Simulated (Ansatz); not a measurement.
A structure drawn as `BO[SiH2]S[SiH3]`, with this starting geometry:

```xyz
12

B    -1.669    2.170    0.251
O    -1.788    1.218   -0.839
Si   -0.351    0.257   -0.787
S    -0.499   -1.108    0.987
Si    1.447   -1.965    0.490
H    -1.144    3.283   -0.019
H    -2.083    2.010    1.325
H     0.839    1.094   -0.604
H    -0.307   -0.515   -1.993
H     1.398   -2.551   -0.855
H     1.711   -2.990    1.470
H     2.445   -0.905    0.573
```

Charge 0, multiplicity 1.

Problem. Does it keep its bonds when Ansatz relaxes it at PBE-D4/def2-SVP and then PBE0-D4/def2-TZVP?

Solution. Yes, every drawn bond is still there and no new one forms.

Problem. Give the relaxed structure. (Estimate.)

Solution. Computed: 
Z-matrix (Å, degrees):
```
Si
O 1 1.649
S 1 2.123 2 113.8
H 1 1.481 2 106.5 3 -121.8
H 1 1.478 2 107.4 3 118.0
B 2 1.347 1 137.3 3 5.9
Si 3 2.143 1 97.2 2 -79.0
H 6 1.199 2 117.6 1 179.2
H 6 1.201 2 120.4 1 -0.8
H 7 1.482 3 107.0 1 154.7
H 7 1.485 3 110.1 1 35.1
H 7 1.484 3 110.6 1 -85.5
```
No frequency check was run.

Atoms count as bonded under 1.1 times the sum of their covalent radii (H–H under 0.85 Å, pairs among N, O and F under 1.55 Å), and a drawn bond as lost past 1.3 times.
